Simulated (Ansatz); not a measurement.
`[OH2+][Al-]([Cl])([Cl])[Cl]`. The species carries charge 0 and has multiplicity 1. Geometry: relaxed with PBE0-D4/def2-TZVP. It is one conformer, not always the lowest.

```xyz
7

O     0.697   -0.635    0.701
Al   -0.471    0.572   -0.285
Cl   -2.055   -0.789   -0.595
Cl   -0.840    2.176    1.005
Cl    0.832    0.932   -1.908
H     1.547   -0.753    0.255
H     0.290   -1.502    0.826
```

What is the dipole moment at PBE/def2-TZVPP? (Estimate.)

Computed: 5.06 D, with components (2.98, -3.74, 1.65) D in this frame, pointing from negative to positive charge.

And with r2SCAN, B3LYP, ωB97M-V? (Estimate.)

Ansatz gave: r2SCAN 5.21 D, B3LYP 5.16 D, ωB97M-V 5.20 D.

Give the Mulliken charges with PBE, B3LYP, ωB97M-V in def2-TZVPP. (Best estimate.)

Computed: 
```
atom    PBE  B3LYP  ωB97M-V
  O1  -0.11  -0.13    -0.12
 Al2   0.42   0.51     0.41
 Cl3  -0.26  -0.29    -0.26
 Cl4  -0.23  -0.26    -0.23
 Cl5  -0.26  -0.29    -0.26
  H6   0.23   0.23     0.23
  H7   0.23   0.23     0.23
```

B3LYP here is the variant with VWN-RPA as its local correlation; programs differ in this.
